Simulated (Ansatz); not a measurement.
C2H4Si2, SMILES `C#C[Si][SiH3]` (lower singlet) (charge 0, multiplicity 1). This singlet lies 0.71 eV below the relaxed triplet at the level B3LYP/cc-pVTZ // PBE0-D3(BJ)/def2-TZVP (Ansatz, a first-principles code).

Cartesian coordinates (Å):
SMILES: C#C[Si][SiH3]
```xyz
8

C      2.2430     0.7394     0.4218
C      1.4954    -0.1998     0.2281
Si     0.4912    -1.6973    -0.0422
Si    -1.4686    -0.3386    -0.2655
H      2.8959     1.5653     0.5909
H     -2.7061    -1.1266    -0.5246
H     -1.6704     0.4429     0.9880
H     -1.2804     0.6146    -1.3965
```
Charge 0, spin multiplicity 1.

The restricted HF start is unstable towards unrestricted orbitals.

Problem. Give the natural occupations of the active orbitals, the CASSCF energy and the corrected energy for frozen-core fic-MRCISD+Q@CASSCF(6e,6o)/cc-pVTZ // PBE0-D3(BJ)/def2-TZVP in Ansatz.

Solution. 
The natural occupations is 1.98, 1.94, 1.94, 0.06, 0.06, 0.02. The CASSCF energy comes out as -655.9599 Ha and the corrected energy is -656.4407 Ha. The weight of the reference is 0.858.
